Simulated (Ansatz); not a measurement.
ClFH2HfOSe (`[OH][Hf]([F])([Cl])[SeH]`) at its PBE0-D4/def2-TZVP geometry, where that method's forces vanish. Total charge 0; spin multiplicity 1. Hf takes the def2 core potential.

```xyz
7

O    -0.6441    0.4727    1.6848
Hf   -0.0229   -0.3417    0.0986
F    -1.3203   -1.5037   -0.6534
Cl    1.9317   -1.5868    0.4803
Se    0.4209    1.6047   -1.5316
H    -1.0133    0.7389    2.5217
H     0.6479    0.6159   -2.6004
```

(1) What forces (eV/Å) does ωB97M-V/def2-TZVPP give on these atoms in Ansatz 0.2.0? (Estimate.)

Results:

(1) The calculation gave: 
```
O1  -0.065  0.035  0.148
Hf2  0.000  0.044 -0.115
F3  -0.044 -0.038 -0.011
Cl4  0.096 -0.073  0.027
Se5  0.015 -0.024 -0.097
H6   0.012  0.001 -0.027
H7  -0.014  0.053  0.076
```
